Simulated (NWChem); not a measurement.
CH₅FO₂Si; SMILES O[SiH](CF)O

```xyz
10

O      1.4980    -0.7043    -0.4674
Si     0.0371    -0.4295     0.2727
O     -1.0228    -1.6059    -0.2069
C     -0.7611     1.1788    -0.2941
F      0.0127     2.2377     0.1545
H      2.2878    -0.4170    -0.0016
H      0.2526    -0.3905     1.7513
H     -0.7159    -2.5165    -0.1753
H     -0.8304     1.2201    -1.3957
H     -1.7862     1.2854     0.1034
```
Atoms are numbered in this order, from 1.

All runs: NWChem. Pople sets run with spherical d functions. Coordinates come from a PBE0/def2-SVP optimisation. Level: M06-2X/6-31G* with SMD (1 M gas to 1 M solution), gas-phase geometry. Reactions with the solvent are ignored.

| solvent | dielectric constant | solvation free energy (kcal/mol) | cavity-dispersion-structure term (kcal/mol) | dipole in solution (D) |
|---|---|---|---|---|
| water | 78.4 | -8.9 | 3.6 | 2.23 |
| 1-octanol | 9.86 | -9.3 | 1.5 | 2.19 |
| n-hexane | 1.88 | -3.7 | -0.9 | 1.99 |
| 1,4-dioxane | 2.21 | -4.0 | -0.6 | 2.01 |
| 2-propanol | 19.3 | ? | ? | 2.21 |
| acetonitrile | 35.7 | -7.4 | 0.0 | 2.14 |
| dimethyl sulfoxide | 46.8 | -6.3 | -0.2 | 2.11 |

**Question.** Some entries are withheld; supply them.

**Answer.** 
- 2-propanol, solvation free energy (kcal/mol): -10.3
- 2-propanol, cavity-dispersion-structure term (kcal/mol): 0.7
